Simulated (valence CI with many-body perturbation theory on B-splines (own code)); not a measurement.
**Questions on Zn XXV**

Computed by valence CI with perturbative core correlation (CI+MBPT): four valence electrons over a frozen Dirac-Fock core [He], radial functions for each j: 9 s, 9 p, 8 d, 6 f, 3 g, 1 h, with the one-electron correlation potential Σ1 (screened to all orders), the two-electron term Σ2, the three-electron term Σ3, Breit, model QED; selected single and double excitations, second order for the rest, scaled by the run's own slope (own B-spline code, finite nucleus).

No measured levels were compared; by estimate levels of excited configurations hold to 0.05 to 0.15 % of their energy, terms of the ground configuration to about 0.5 %. Among the levels kept, up to 470 cm⁻¹ of a level comes from second order outside the variational space, and about a tenth of that is noise between levels of different J, which matters for small intervals.

Names give the largest LS component (configuration and term), which can be under half, so a name can repeat, a term be missing and a line seem to break the LS rules; names also repeat where a configuration has a term twice.

Rates and lifetimes use the calculated energies. Strong lines usually hold to 10 to 20 %, long lifetimes can be off by a factor of two.

Question: What is the ground level?

Answer: 2s²2p² ³P_0, composition 85 % 2s²2p² ³P + 14 % 2s²2p² ¹S.

Question: How well does LS coupling describe the low levels?

Answer: Among the lowest 20 levels the leading LS term, summed over configurations, holds 79 % on average. For single configurations the figures are 79 % in LS and 81 % in jj coupling. Terms mix most in the J = 2 level at 1295.0 × 10³ cm⁻¹, where the leading one holds 53 %.

Question: Where does the other parity begin?

Answer: At 2s2p³ ⁵S°_2, 703.56 × 10³ cm⁻¹.

Question: Among levels below 11642 × 10³ cm⁻¹, which E1 lines absorb most strongly from the ground level?

Answer: to 2s²2p3d ³D°_1 at 0.8858 nm, f = 1.32; to 2s2p²3p ³D°_1 at 0.8633 nm, f = 0.238; to 2s2p²3p ⁵D°_1 at 0.8660 nm, f = 0.137.

Question: Name the longest-lived excited levels whose lifetime is computed, and their main decay.

Answer: 2s²2p² ³P_2 at 218.06 × 10³ cm⁻¹ lives 534 μs, mostly by M1 to 2s²2p² ³P_1; 2s²2p² ³P_1 at 157.63 × 10³ cm⁻¹ lives 16.6 μs, mostly by M1 to 2s²2p² ³P_0; 2s²2p² ¹D_2 at 429.16 × 10³ cm⁻¹ lives 5.23 μs, mostly by M1 to 2s²2p² ³P_1.

Question: What are the static dipole polarisabilities of the lowest levels?

Answer: 2s²2p² ³P_0 0.00635; 2s²2p² ³P_1 0.00691 (tensor 0.00035); 2s²2p² ³P_2 0.00662 (tensor 0.00032) bohr³, of which the core gives 1.11e-05.

Question: How is the term ³P of the ground level split?

Answer: J = 0 at 0.00, J = 1 at 157.63, J = 2 at 218.06 × 10³ cm⁻¹.
